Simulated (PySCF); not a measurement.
**Stretching MoO**

Set-up: basis Mo def2-TZVPPD with ECP28, O def2-TZVPPD; scalar-relativistic core potentials; PySCF 2.14. Energies in eV from Mo (4d5 5s1) + O in their ground configurations at the same level. State: ⁵Π (quintet), unpaired electrons σ ↑, π ↑, δ ↑↑.

All columns are r²SCANh. A positive dipole means Mo(−)O(+).

| R (Å) | E (eV) | μ (D) | Mulliken charge on Mo (basis-dependent) | HOMO (eV) | LUMO (eV) | Mayer bond order | ⟨S²⟩ |
| --- | --- | --- | --- | --- | --- | --- | --- |
| 1.448 | -2.961 | -1.04 | 0.58 | -3.78 | -2.51 | 2.17 | 6.01 |
| 1.516 | -4.104 | -1.73 | 0.59 | -4.04 | -2.70 | 2.15 | 6.02 |
| 1.583 | -4.753 | -2.38 | 0.59 | -4.31 | -2.91 | 2.12 | 6.03 |
| 1.633 | -4.994 | -2.84 | 0.59 | -4.50 | -3.07 | 2.10 | 6.04 |
| 1.684 | -5.075 | -3.26 | 0.59 | -4.68 | -3.23 | 2.07 | 6.05 |
| 1.734 | -5.032 | -3.64 | 0.58 | -4.85 | -3.38 | 2.04 | 6.08 |
| 1.802 | -4.840 | -4.06 | 0.58 | -5.03 | -3.54 | 1.97 | 6.13 |
| 1.886 | -4.473 | -4.43 | 0.56 | -5.20 | -3.62 | 1.81 | 6.28 |
| 1.987 | -3.982 | -4.62 | 0.53 | -5.33 | -3.52 | 1.52 | 6.52 |
| 2.122 | -3.365 | -4.75 | 0.50 | -5.47 | -3.25 | 1.16 | 6.78 |

A fit through these points gives, at Re = 1.690 Å, μ = -3.30 D and dμ/dR = -7.85 D/Å; the reduced mass is 13.75 u.

**Question.** How strong is the fundamental in the double-harmonic approximation, I = 42.26·(dμ/dR)²/μred km/mol?

**Answer.** I = 42.26·(-7.85)²/13.75 = 189 km/mol at r²SCANh.

The metal atom is held in its measured ground configuration; semilocal functionals can put another filling of s and d lower by some tenths of an eV, and De to that atom would be smaller. ⟨S²⟩ of the unrestricted solution departs from its pure value on part of the curve, where spin states mix. Spin–orbit coupling is left out, which matters for elements this heavy, above all for dissociation energies. With d or f electrons several states lie close, and the lowest PBE0 determinant need not be the measured ground state.
